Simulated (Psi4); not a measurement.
C$_{2}$H$_{8}$AlN (SMILES [CH3][Al]([CH3])[NH2]), singlet, at a GFN2-xTB geometry (such geometries of metal compounds can be far from the true shape), atoms displaced at random by about 0.03 Å a coordinate; B3LYP/STO-3G, gradient (Psi4).

The Psi4 input:
```
memory 2 GB

molecule mol {
0 1
  Al   -0.010988    0.012963    0.075247
  C    -1.471602   -1.332420   -0.175782
  H    -1.169934   -2.310042   -0.452753
  H    -2.225098   -0.935366   -0.929487
  H    -2.044244   -1.442495    0.749118
  C     0.098515    1.706973   -0.921868
  H     0.872325    1.802506   -1.702913
  H     0.345687    2.550284   -0.250954
  H    -0.851889    2.015279   -1.443212
  N     1.408252   -0.476292    1.076196
  H     2.230674    0.150774    1.308795
  H     1.410900   -1.369233    1.601803
symmetry c1
no_reorient
no_com
}

set basis sto-3g
set reference rks

gradient('b3lyp')
print_variables()
```

The log (banner, timings and long lists left out):

```
gradient() will perform analytic gradient computation.

   => Loading Basis Set <=

    Name: STO-3G
    Role: ORBITAL
    Keyword: BASIS

         ---------------------------------------------------------
                                   SCF
               by Justin Turney, Rob Parrish, Andy Simmonett
                          and Daniel G. A. Smith
                              RKS Reference
         ---------------------------------------------------------

  ==> Geometry <==

    Molecular point group: c1
    Full point group: C1

    Geometry (in Angstrom), charge = 0, multiplicity = 1:

       Center              X                  Y                   Z               Mass
    ------------   -----------------  -----------------  -----------------  -----------------
         AL          -0.010988000000     0.012963000000     0.075247000000    26.981538530000
         C           -1.471602000000    -1.332420000000    -0.175782000000    12.000000000000
         H           -1.169934000000    -2.310042000000    -0.452753000000     1.007825032230
         H           -2.225098000000    -0.935366000000    -0.929487000000     1.007825032230
         H           -2.044244000000    -1.442495000000     0.749118000000     1.007825032230
         C            0.098515000000     1.706973000000    -0.921868000000    12.000000000000
         H            0.872325000000     1.802506000000    -1.702913000000     1.007825032230
         H            0.345687000000     2.550284000000    -0.250954000000     1.007825032230
         H           -0.851889000000     2.015279000000    -1.443212000000     1.007825032230
         N            1.408252000000    -0.476292000000     1.076196000000    14.003074004430
         H            2.230674000000     0.150774000000     1.308795000000     1.007825032230
         H            1.410900000000    -1.369233000000     1.601803000000     1.007825032230

  Running in c1 symmetry.

  Rotational constants: A =      0.18447  B =      0.15834  C =      0.08798 [cm^-1]
  Rotational constants: A =   5530.41931  B =   4747.01498  C =   2637.71741 [MHz]
  Nuclear repulsion =  151.681338732754739

  Charge       = 0
  Multiplicity = 1
  Electrons    = 40
  Nalpha       = 20
  Nbeta        = 20

  ==> Algorithm <==

  SCF Algorithm Type is DF.
  DIIS enabled.
  MOM disabled.
  Fractional occupation disabled.
  Guess Type is SAD.
  Energy threshold   = 1.00e-08
  Density threshold  = 1.00e-08
  Integral threshold = 1.00e-12

  ==> Primary Basis <==

  Basis Set: STO-3G
    Blend: STO-3G
    Number of shells: 22
    Number of basis functions: 32
    Number of Cartesian functions: 32
    Spherical Harmonics?: true
    Max angular momentum: 1

  ==> DFT Potential <==

   => LibXC <=

    Version 7.1.2
    S. Lehtola, C. Steigemann, M. J. T. Oliveira, and M. A. L. Marques,  SoftwareX 7, 1–5 (2018) (10.1016/j.softx.2017.11.002)

   => Composite Functional: B3LYP <=

    B3LYP Hyb-GGA Exchange-Correlation Functional

    P. J. Stephens, F. J. Devlin, C. F. Chabalowski, and M. J. Frisch,  J. Phys. Chem. 98, 11623 (1994) (10.1021/j100096a001)

    Deriv               =              1
    GGA                 =           TRUE
    Meta                =          FALSE

    Exchange Hybrid     =           TRUE
    MP2 Hybrid          =          FALSE

   => Exchange Functionals <=

    0.0800   Slater exchange
    0.7200         Becke 88

   => Exact (HF) Exchange <=

    0.2000               HF

   => Correlation Functionals <=

    0.1900   Vosko, Wilk & Nusair (VWN5_RPA)
    0.8100   Lee, Yang & Parr

   => LibXC Density Thresholds  <==

    XC_HYB_GGA_XC_B3LYP:  1.00E-15

   => Molecular Quadrature <=

    Radial Scheme          =       TREUTLER
    Pruning Scheme         =           NONE
    Nuclear Scheme         =       TREUTLER

    Blocking Scheme        =         OCTREE
    BS radius alpha        =              1
    Pruning alpha          =              1
    Radial Points          =             75
    Spherical Points       =            302
    Total Points           =         256531
    Total Blocks           =           1943
    Max Points             =            256
    Max Functions          =             30
    Weights Tolerance      =       1.00E-15

   => Loading Basis Set <=

    Name: (STO-3G AUX)
    Role: JKFIT
    Keyword: DF_BASIS_SCF

  ==> Integral Setup <==

  SCF_SUBTYPE=INCORE selected. In-core MEM_DF algorithm will be used.
  Using in-core AOs.

  ==> MemDFJK: Density-Fitted J/K Matrices <==

    J tasked:                   Yes
    K tasked:                   Yes
    wK tasked:                   No
    Algorithm:                 Core
    Schwarz Cutoff:           1E-12
    Mask sparsity (%):       1.1719
    Fitting Condition:        1E-10

   => Auxiliary Basis Set <=

  Basis Set: (STO-3G AUX)
    Blend: DEF2-UNIVERSAL-JKFIT
    Number of shells: 161
    Number of basis functions: 499
    Number of Cartesian functions: 586
    Spherical Harmonics?: true
    Max angular momentum: 4

  Minimum eigenvalue in the overlap matrix is 2.3551070034E-01.
  Reciprocal condition number of the overlap matrix is 1.0444257945E-01.
    Using symmetric orthogonalization.

  ==> Pre-Iterations <==

  SCF Guess: Superposition of Atomic Densities via on-the-fly atomic UHF (no occupation information).

   -------------------------
    Irrep   Nso     Nmo
   -------------------------
     A         32      32
   -------------------------
    Total      32      32
   -------------------------

  ==> Iterations <==

                           Total Energy        Delta E     RMS |[F,P]|

   @DF-RKS iter SAD:  -370.92555900659625   -3.70926e+02   0.00000e+00
   @DF-RKS iter   1:  -373.59576890518019   -2.67021e+00   1.06713e-02 DIIS/ADIIS
   @DF-RKS iter   2:  -373.47303109003593    1.22738e-01   1.77694e-02 DIIS/ADIIS
   @DF-RKS iter   3:  -373.67524229504875   -2.02211e-01   1.78311e-03 DIIS/ADIIS
[...]
  @DF-RKS Final Energy:  -373.67739325024166
    Total Energy =                       -373.6773932502416642
[...]
     Multipole            Electronic (a.u.)      Nuclear  (a.u.)        Total (a.u.)
 ------------------------------------------------------------------------------------

 L = 1.  Multiply by 2.5417464519 to convert [e a0] to [Debye]
 Dipole X            :          0.0755361            0.0846956            0.1602317
 Dipole Y            :          0.8916733           -0.8626600            0.0290134
 Dipole Z            :         -1.1269588            1.5232704            0.3963117
 Magnitude           :                                                    0.4284611

 ------------------------------------------------------------------------------------

         ------------------------------------------------------------
                                   SCF GRAD
                          Rob Parrish, Justin Turney,
                       Andy Simmonett, and Alex Sokolov
         ------------------------------------------------------------

  ==> Geometry <==

    Molecular point group: c1
    Full point group: C1

    Geometry (in Angstrom), charge = 0, multiplicity = 1:

       Center              X                  Y                   Z               Mass
    ------------   -----------------  -----------------  -----------------  -----------------
         AL          -0.010988000000     0.012963000000     0.075247000000    26.981538530000
         C           -1.471602000000    -1.332420000000    -0.175782000000    12.000000000000
         H           -1.169934000000    -2.310042000000    -0.452753000000     1.007825032230
         H           -2.225098000000    -0.935366000000    -0.929487000000     1.007825032230
         H           -2.044244000000    -1.442495000000     0.749118000000     1.007825032230
         C            0.098515000000     1.706973000000    -0.921868000000    12.000000000000
         H            0.872325000000     1.802506000000    -1.702913000000     1.007825032230
         H            0.345687000000     2.550284000000    -0.250954000000     1.007825032230
         H           -0.851889000000     2.015279000000    -1.443212000000     1.007825032230
         N            1.408252000000    -0.476292000000     1.076196000000    14.003074004430
         H            2.230674000000     0.150774000000     1.308795000000     1.007825032230
         H            1.410900000000    -1.369233000000     1.601803000000     1.007825032230

  Nuclear repulsion =  151.681338732754739

  ==> Basis Set <==

  Basis Set: STO-3G
    Blend: STO-3G
    Number of shells: 22
    Number of basis functions: 32
    Number of Cartesian functions: 32
    Spherical Harmonics?: true
    Max angular momentum: 1

  ==> DFJKGrad: Density-Fitted SCF Gradients <==

    Gradient:                    1
    J tasked:                  Yes
    K tasked:                  Yes
    wK tasked:                  No
    Integrals threads:           1
    Schwarz Cutoff:          1E-12
    Fitting Condition:       1E-10

   => Auxiliary Basis Set <=

  Basis Set: (STO-3G AUX)
    Blend: DEF2-UNIVERSAL-JKFIT
    Number of shells: 161
    Number of basis functions: 499
    Number of Cartesian functions: 586
    Spherical Harmonics?: true
    Max angular momentum: 4

  ==> DFT Potential <==

   => LibXC <=

    Version 7.1.2
    S. Lehtola, C. Steigemann, M. J. T. Oliveira, and M. A. L. Marques,  SoftwareX 7, 1–5 (2018) (10.1016/j.softx.2017.11.002)

   => Composite Functional: B3LYP <=

    B3LYP Hyb-GGA Exchange-Correlation Functional

    P. J. Stephens, F. J. Devlin, C. F. Chabalowski, and M. J. Frisch,  J. Phys. Chem. 98, 11623 (1994) (10.1021/j100096a001)

    Deriv               =              1
    GGA                 =           TRUE
    Meta                =          FALSE

    Exchange Hybrid     =           TRUE
    MP2 Hybrid          =          FALSE

   => Exchange Functionals <=

    0.0800   Slater exchange
    0.7200         Becke 88

   => Exact (HF) Exchange <=

    0.2000               HF

   => Correlation Functionals <=

    0.1900   Vosko, Wilk & Nusair (VWN5_RPA)
    0.8100   Lee, Yang & Parr

   => LibXC Density Thresholds  <==

    XC_HYB_GGA_XC_B3LYP:  1.00E-15

   => Molecular Quadrature <=

    Radial Scheme          =       TREUTLER
    Pruning Scheme         =           NONE
    Nuclear Scheme         =       TREUTLER

    Blocking Scheme        =         OCTREE
    BS radius alpha        =              1
    Pruning alpha          =              1
    Radial Points          =             75
    Spherical Points       =            302
    Total Points           =         256531
    Total Blocks           =           1943
    Max Points             =            256
    Max Functions          =             30
    Weights Tolerance      =       1.00E-15

  -Total Gradient:
     Atom            X                  Y                   Z
    ------   -----------------  -----------------  -----------------
       1       -0.016927137689     0.018889843223     0.004090285866
       2        0.011125858181    -0.066138996445    -0.000036208790
       3       -0.012366464432     0.027111816745     0.012997098978
       4       -0.020264671613     0.013604937819    -0.014089673233
       5        0.001565474784     0.000794365512    -0.005976683341
       6        0.012921575416    -0.009464435802    -0.000462672469
       7       -0.000526201742     0.012984878228    -0.001820550783
       8        0.004346209224     0.003409416817    -0.002597911474
       9       -0.013374214729     0.009764462117    -0.012221146570
      10        0.027188990158    -0.026745644410     0.025422802207
      11        0.014379566895     0.017461421675     0.000089191200
      12       -0.008080823219    -0.001665717615    -0.005362334184

  Variable Map:
  ----------------------------------------------------------------------------
[...]
  Array Variable Map:
  ----------------------------------------------------------------------------
[...]
[...]
```
